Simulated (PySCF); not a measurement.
An unknown gives this computed stick spectrum. Method: PySCF 2.14.0, density-fitted response routines, TDDFT B3LYP/def2-SVPD, vertical, gas phase, core orbitals frozen in the response. Geometries: GFN2-xTB, one conformer each.

```tsv
state	λ (nm)	f
S1	305.0	0.048
S2	230.2	0.0000
S3	216.4	0.018
S4	212.6	0.049
S5	205.6	0.0057
S6	203.9	0.0016
S7	197.2	0.018
S8	187.5	0.054
```

Orbital energies (eV): HOMO-3 -8.95, HOMO-2 -8.35, HOMO-1 -8.31, HOMO -6.27, LUMO -1.67, LUMO+1 0.33, LUMO+2 0.55.

Task: Which structure fits? All have the formula C6H9FSi.
A. `C#C[C@@H]1C[SiH2][C@H](F)C1`
B. `C#C[C@@H]1C[SiH2][C@@H](F)C1`
C. `C1=C(F)[Si@@H](C=C1)CC`
D. `C#C[C@@H](C)[C@H]1C[Si@@H]1F`

Result: C. Its S1, at 4.07 eV, is the lowest among the candidates; the nearest of the others has S1 at 5.56 eV. S1 is HOMO→LUMO (98%). Löwdin shares by element: HOMO carbon 82% or more (atoms not listed hold the other 18%); LUMO carbon 71% or more (atoms not listed hold the other 29%). At the same level the other candidates give, for their lowest levels:
- `C#C[C@@H]1C[SiH2][C@H](F)C1`: 190 nm (f 0.005); 187 nm (f 0.025); 185 nm (f 0.006); 181 nm (f 0.037); 177 nm (f 0.030); T1 5.50 eV; HOMO -7.59, LUMO -0.11 eV
- `C#C[C@@H](C)[C@H]1C[Si@@H]1F`: 223 nm (f 0.003); 201 nm (f 0.084); 196 nm (f 0.047); 191 nm (f 0.024); 188 nm (f 0.024); T1 5.16 eV; HOMO -6.79, LUMO -0.17 eV
- `C#C[C@@H]1C[SiH2][C@@H](F)C1`: 189 nm (f 0.003); 186 nm (f 0.010); 185 nm (f 0.010); 178 nm (f 0.016); 177 nm (f 0.052); T1 5.50 eV; HOMO -7.52, LUMO 0.06 eV

The values belong to the conformer `[CH3:1][CH2:2][Si@@H:3]1[CH:4]=[CH:5][CH:6]=[C:7]1[F:8]`: C1–C2–Si3–C4 -75°.
Triplets come from the Tamm–Dancoff approximation.
